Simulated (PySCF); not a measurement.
**Computed properties of B(H)(Br)(OH) (BBrH2O), SMILES B(Br)O**

B(H)(Br)(OH) (BBrH₂O), SMILES OBBr. Coordinates come from a B3LYP-D3(BJ)/def2-TZVP optimisation. One conformer was computed; it need not be the lowest. All values are computed for the isolated molecule unless a solvent is named; none is compared with measurement here.

**Structure.** The optimised structure has Cs symmetry. All 9 harmonic modes at B3LYP-D3(BJ)/def2-TZVP (PySCF) are real, so it is a minimum. With heavy atoms numbered as in [BH:1]([Br:3])[OH:4], the shortest bond between them is B1–O4 at 1.339 Å and the longest B1–Br3 at 1.944 Å.

**Vibrations.** The strongest infrared lines (harmonic, unscaled, degenerate partners summed) lie at 1348 cm⁻¹ (320 km/mol, B 62 %, O 34 %), 1144 cm⁻¹ (240 km/mol, H 78 %, B 13 %, O 8 %), 629 cm⁻¹ (123 km/mol, H 71 %, B 15 %, O 14 %). The softest mode is at 325 cm⁻¹ and the zero-point energy is 17.7 kcal/mol.

**Electronic structure.** CAM-B3LYP/def2-TZVPD (PySCF) places the frontier levels at -9.88 and 0.32 eV, a gap of 10.20 eV, and gives a dipole moment of 1.06 D and a mean polarisability of 41.2 bohr³.

**Excitations.** TDDFT-B3LYP/def2-SVPD (PySCF) has S1 at 6.05 eV (205 nm, f = 0.000, dark); the most intense of the 10 singlets computed lies at 7.30 eV (f = 0.11). T1 (TDA) is at 5.86 eV. No vertical singlet excitation falls in the visible range (under 3.1 eV).

**NMR.** GIAO shifts at KT2/pcSseg-2 (PySCF) (non-relativistic, atoms alike by connectivity averaged): ¹H from 5.8 to 6.2 ppm against TMS; ¹¹B at 31.7 ppm against BF3. Without spin–orbit terms, shifts of atoms bonded to Cl or Br come out too high.
